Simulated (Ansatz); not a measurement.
`[CH3][Ta]([OH])([F])=[S]` at its PBE0-D4/def2-TZVP geometry, where that method's forces vanish. Charge 0, multiplicity 1. Ta: def2 effective core potential.

```xyz
9

C     0.3346   -0.6302   -1.1770
Ta   -0.5478    0.1375    0.6129
O     0.8851    0.6728    1.7042
F    -1.6018   -1.2225    1.3505
S    -1.7206    1.8317   -0.0310
H    -0.4415   -0.9559   -1.8764
H     0.9409    0.1280   -1.6799
H     0.9745   -1.4871   -0.9337
H     1.1766    1.5256    2.0305
```

Question: What forces (eV/Å) does ωB97M-V/def2-TZVPP give on these atoms in Ansatz? (Best estimate.)

Answer: The calculation gave: 
```
C1   0.042 -0.065 -0.068
Ta2 -0.159  0.219 -0.059
O3   0.034  0.029  0.049
F4   0.020 -0.036  0.009
S5   0.068 -0.111  0.047
H6   0.075  0.016  0.044
H7  -0.043 -0.069  0.032
H8  -0.042  0.060 -0.044
H9   0.006 -0.044 -0.009
```
